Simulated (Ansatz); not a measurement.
Basis-set series for C4H6BCl, SMILES `CC1=CB(Cl)C1`. The species carries charge 0 and has multiplicity 1. The geometry is a stationary point of PBE0-D4/def2-TZVP.

```tsv
functional	basis	functions	energy (Eh)	HOMO (eV)	LUMO (eV)
PBE0-D4	def2-TZVPP	281	-640.80350	-7.72	-1.22
PBE0-D4	def2-QZVPP	535	-640.82673	-7.73	-1.25
ωB97M-V	def2-TZVPP	281	-641.06391	-9.86	0.87
ωB97M-V	def2-QZVPP	535	-641.08581	-9.88	0.81
```

Question: Give the rows for def2-SVP. (An estimate is asked.)

Answer: Computed: 
| functional | basis | functions | energy (Eh) | HOMO (eV) | LUMO (eV) |
| --- | --- | --- | --- | --- | --- |
| PBE0-D4 | def2-SVP | 118 | -640.45588 | -7.66 | -1.10 |
| ωB97M-V | def2-SVP | 118 | -640.70822 | -9.79 | 1.03 |

Positive LUMOs are unbound and depend on the basis.
